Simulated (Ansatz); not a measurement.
Consider the redistribution: `[BH2][AlH][BH]O` + `C[S][GeH3]` → `O[BH][GeH3]` + `[BH2][AlH][S]C`.

Gas-phase electronic energies from Ansatz, PBE0-D4/def2-TZVP geometries. CBS: MP2 limit from def2 TZ/QZ plus the TZ coupled-cluster correction, frozen cores. Functionals use def2-TZVPP. B3LYP here is the variant with VWN-RPA as its local correlation; programs differ in this. HSE06 is defined as in plane-wave codes. For Ge outer-core shells are correlated without core-valence functions, which leaves a few kJ/mol of doubt a bond. Scalar relativity is left out up to krypton. One conformer a species, not always the lowest.

`[BH2][AlH][BH]O`:

```xyz
9

B     2.044    0.726   -0.576
Al    0.632   -0.262    0.647
B    -1.490   -0.156    0.300
O    -2.069   -1.044   -0.548
H     2.558    0.207   -1.529
H     2.383    1.865   -0.394
H     1.172   -1.075    1.917
H    -2.209    0.667    0.824
H    -3.020   -0.928   -0.641
```

`C[S][GeH3]`:

Cartesian coordinates in Å:
```
C 0.529 1.174 -0.868
S 1.220 -0.430 -0.380
Ge -0.463 -1.184 0.841
H -0.385 1.052 -1.450
H 1.278 1.662 -1.490
H 0.333 1.802 0.002
H -0.049 -2.570 1.349
H -1.736 -1.277 -0.021
H -0.727 -0.228 2.018
```

`O[BH][GeH3]`:

Cartesian coordinates in Å:
```
O -1.127 1.455 0.204
B -0.882 0.133 0.105
Ge 1.074 -0.500 -0.146
H -2.058 1.669 0.319
H -1.796 -0.649 0.163
H 2.093 0.651 -0.200
H 1.484 -1.443 1.003
H 1.212 -1.317 -1.447
```

`[BH2][AlH][S]C`:

```xyz
10

B    -1.067   -1.543   -0.528
Al    0.853   -1.299    0.341
S     1.586    0.717    0.736
C     0.219    1.775    0.156
H    -2.062   -1.669    0.129
H    -1.245   -1.551   -1.715
H     1.852   -2.461    0.755
H    -0.038    1.562   -0.881
H     0.563    2.807    0.221
H    -0.661    1.662    0.787
```

```json
{"level": "LDA (SPW92)", "ΔE (kcal/mol)": "-22.8", "difference from CCSD(T)/CBS": "1.1"}
{"level": "PBE-D4", "ΔE (kcal/mol)": "-21.7", "difference from CCSD(T)/CBS": "2.2"}
{"level": "revPBE-D4", "ΔE (kcal/mol)": "-21.3", "difference from CCSD(T)/CBS": "2.6"}
{"level": "BLYP-D4", "ΔE (kcal/mol)": "-22.2", "difference from CCSD(T)/CBS": "1.7"}
{"level": "r2SCAN-D4", "ΔE (kcal/mol)": "-23.5", "difference from CCSD(T)/CBS": "0.4"}
{"level": "B97M-V", "ΔE (kcal/mol)": "-23.6", "difference from CCSD(T)/CBS": "0.3"}
{"level": "PBE0-D4", "ΔE (kcal/mol)": "-22.4", "difference from CCSD(T)/CBS": "1.5"}
{"level": "B3LYP-D4", "ΔE (kcal/mol)": "-22.8", "difference from CCSD(T)/CBS": "1.1"}
{"level": "r2SCANh-D4", "ΔE (kcal/mol)": "-23.6", "difference from CCSD(T)/CBS": "0.3"}
{"level": "r2SCAN0-D4", "ΔE (kcal/mol)": "-23.7", "difference from CCSD(T)/CBS": "0.2"}
{"level": "HSE06-D4", "ΔE (kcal/mol)": "-22.4", "difference from CCSD(T)/CBS": "1.5"}
{"level": "BHLYP-D4", "ΔE (kcal/mol)": "-23.2", "difference from CCSD(T)/CBS": "0.7"}
{"level": "CAM-B3LYP-D4", "ΔE (kcal/mol)": "-23.4", "difference from CCSD(T)/CBS": "0.5"}
{"level": "ωB97X-V", "ΔE (kcal/mol)": "-22.7", "difference from CCSD(T)/CBS": "1.2"}
{"level": "ωB97M-V", "ΔE (kcal/mol)": "-23.5", "difference from CCSD(T)/CBS": "0.4"}
{"level": "B2PLYP", "ΔE (kcal/mol)": "-23.3", "difference from CCSD(T)/CBS": "0.6"}
{"level": "PBE", "ΔE (kcal/mol)": "-21.6", "difference from CCSD(T)/CBS": "2.3"}
{"level": "BLYP", "ΔE (kcal/mol)": "-21.9", "difference from CCSD(T)/CBS": "2.0"}
{"level": "r2SCAN", "ΔE (kcal/mol)": "-23.4", "difference from CCSD(T)/CBS": "0.5"}
{"level": "PBE0", "ΔE (kcal/mol)": "-22.2", "difference from CCSD(T)/CBS": "1.7"}
{"level": "B3LYP", "ΔE (kcal/mol)": "-22.5", "difference from CCSD(T)/CBS": "1.4"}
{"level": "r2SCANh", "ΔE (kcal/mol)": "-23.5", "difference from CCSD(T)/CBS": "0.4"}
{"level": "r2SCAN0", "ΔE (kcal/mol)": "-23.6", "difference from CCSD(T)/CBS": "0.3"}
{"level": "HSE06", "ΔE (kcal/mol)": "-22.2", "difference from CCSD(T)/CBS": "1.7"}
{"level": "BHLYP", "ΔE (kcal/mol)": "-23.0", "difference from CCSD(T)/CBS": "0.9"}
{"level": "LC-ωPBE", "ΔE (kcal/mol)": "-23.0", "difference from CCSD(T)/CBS": "0.9"}
{"level": "HF/def2-SVP", "ΔE (kcal/mol)": "-23.4", "difference from CCSD(T)/CBS": "0.5"}
{"level": "MP2/def2-SVP", "ΔE (kcal/mol)": "-24.7", "difference from CCSD(T)/CBS": "-0.8"}
{"level": "CCSD/def2-SVP", "ΔE (kcal/mol)": "-23.6", "difference from CCSD(T)/CBS": "0.3"}
{"level": "CCSD(T)/def2-SVP", "ΔE (kcal/mol)": "-23.8", "difference from CCSD(T)/CBS": "0.1"}
{"level": "MP2/def2-TZVPP", "ΔE (kcal/mol)": "-24.4", "difference from CCSD(T)/CBS": "-0.5"}
{"level": "SCS-MP2/def2-TZVPP", "ΔE (kcal/mol)": "-23.6", "difference from CCSD(T)/CBS": "0.3"}
{"level": "CCSD/def2-TZVPP", "ΔE (kcal/mol)": "-23.3", "difference from CCSD(T)/CBS": "0.6"}
{"level": "CCSD(T)/def2-TZVPP", "ΔE (kcal/mol)": "-23.4", "difference from CCSD(T)/CBS": "0.5"}
{"level": "HF/def2-QZVPP", "ΔE (kcal/mol)": "-22.2", "difference from CCSD(T)/CBS": "1.7"}
{"level": "MP2/def2-QZVPP", "ΔE (kcal/mol)": "-24.6", "difference from CCSD(T)/CBS": "-0.7"}
{"level": "SCS-MP2/def2-QZVPP", "ΔE (kcal/mol)": "-23.7", "difference from CCSD(T)/CBS": "0.2"}
{"level": "HF/CBS(def2)", "ΔE (kcal/mol)": "-22.2", "difference from CCSD(T)/CBS": "1.7"}
{"level": "MP2/CBS(def2)", "ΔE (kcal/mol)": "-24.9", "difference from CCSD(T)/CBS": "-1.0"}
{"level": "CCSD/CBS(def2)", "ΔE (kcal/mol)": "-23.8", "difference from CCSD(T)/CBS": "0.1"}
{"level": "CCSD(T)/CBS", "ΔE (kcal/mol)": "-23.9", "difference from CCSD(T)/CBS": "0"}
```

Largest T1 diagnostic among the species: 0.014.

In def2-TZVPP, CCSD(T) changes the Hartree–Fock value by −1.0 kcal/mol (the triples alone add −0.1 kcal/mol) and MP2 by −2.0 kcal/mol. From BLYP to BHLYP (50 % exact exchange), in def2-TZVPP and without D4, ΔE moves by −1.1 kcal/mol.
